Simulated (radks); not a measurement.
Spherical quantum dot in the effective-mass picture: electrons in a parabolic well V = omega^2 r^2 / 2 with omega = 0.938, all in effective atomic units (hartree* = m*/eps^2 hartree, bohr* = eps/m* bohr), one dielectric constant everywhere. Calculated with a radial shooting solver with Libxc functionals: non-relativistic Kohn-Sham, r2SCAN, spin-polarised, spherical densities, generalised Kohn-Sham scheme. Levels are named by radial order and angular momentum (1s, 1p, 1d, 2s, ...), and open shells are averaged over m.

N = 8, configuration 1s2 1p6. This is the lowest configuration that the search found. Occupied and some empty levels:

| level | occupation | eigenvalue (hartree*) | <r> (bohr*) |
|---|---|---|---|
| 1s | 2 | 5.2999 | 1.497 |
| 1p | 6 | 5.9036 | 1.870 |
| 1d | 0 | 6.5933 | 2.146 |
| 2s | 0 | 6.7394 | 1.901 |
| 1f | 0 | 7.3509 | 2.374 |

Energy (hartree*): total 31.0204, kinetic 5.8390, external 12.347, Hartree 16.152, exchange-correlation -3.3181.
